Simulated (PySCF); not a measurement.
Ta(NMe)(F)2(OH) (CH4F2NOTa), SMILES C[N]=[Ta]([OH])([F])[F], multiplicity 1. Atoms are numbered in the order given.

```xyz
10

Ta    -0.0125    -0.2398     0.0000
N      0.0216     1.5382     0.0000
C     -0.0068     2.9607     0.0000
H     -0.5305     3.3600     0.8978
H      1.0212     3.3893     0.0000
H     -0.5305     3.3600    -0.8978
F     -0.9033    -0.7841     1.5961
F     -0.9033    -0.7841    -1.5961
O      1.8079    -0.8361     0.0000
H      2.6410    -0.3347     0.0000
```

The structure is a stationary point at PBE-D3(BJ)/def2-SVP. The spin state was assumed, not searched. The def2 effective core potentials stand for the cores of Ta; spin–orbit coupling is left out. Other conformers were not sampled.

Computed with PBE-D3(BJ)/def2-SVP in PySCF 2.14.0.

Frequencies are harmonic and unscaled.

Give all harmonic wavenumbers and intensities. (An estimate is asked for; the answer gives what the named calculation found.)


```tsv
mode	ν (cm⁻¹)	IR (km/mol)	Raman (Å⁴/amu)	depolarisation	moving atoms (share of kinetic energy)
1	55	0.0	0.0	–	H 98 %
2	112	2.3	1.2	0.75	F 43 %, C 27 %, H 17 %
3	116	1.2	1.7	0.74	F 26 %, C 25 %, O 20 %, H 18 %, Ta 9 %
4	160	7.9	1.5	0.75	F 83 %, O 9 %
5	169	0.8	2.2	0.75	O 45 %, F 40 %, H 9 %
6	186	1.4	1.4	0.28	F 47 %, O 28 %, Ta 13 %
7	285	2.6	0.7	0.75	N 68 %, H 15 %, F 12 %
8	290	59.6	1.7	0.62	N 68 %, H 21 %
9	411	129.7	2.5	0.75	H 80 %, O 13 %
10	562	142.2	1.2	0.74	H 63 %, O 27 %
11	608	31.6	13.2	0.10	C 54 %, H 16 %, Ta 13 %, N 13 %
12	656	98.6	3.5	0.02	F 90 %
13	659	116.2	0.4	0.75	F 85 %, Ta 15 %
14	707	57.7	8.2	0.13	O 72 %, H 17 %, Ta 10 %
15	1066	0.5	1.2	0.75	H 74 %, C 20 %
16	1067	0.5	1.4	0.70	H 73 %, C 20 %
17	1354	156.2	149.2	0.29	N 36 %, C 34 %, H 30 %
18	1392	24.3	4.5	0.06	H 56 %, N 43 %
19	1401	6.2	31.2	0.75	H 97 %
20	1404	7.4	30.8	0.75	H 97 %
21	2918	77.7	344.8	0.07	H 97 %
22	2996	18.1	129.7	0.75	H 91 %, C 9 %
23	2999	16.6	134.6	0.75	H 90 %, C 10 %
24	3779	166.2	101.9	0.25	H 94 %
```
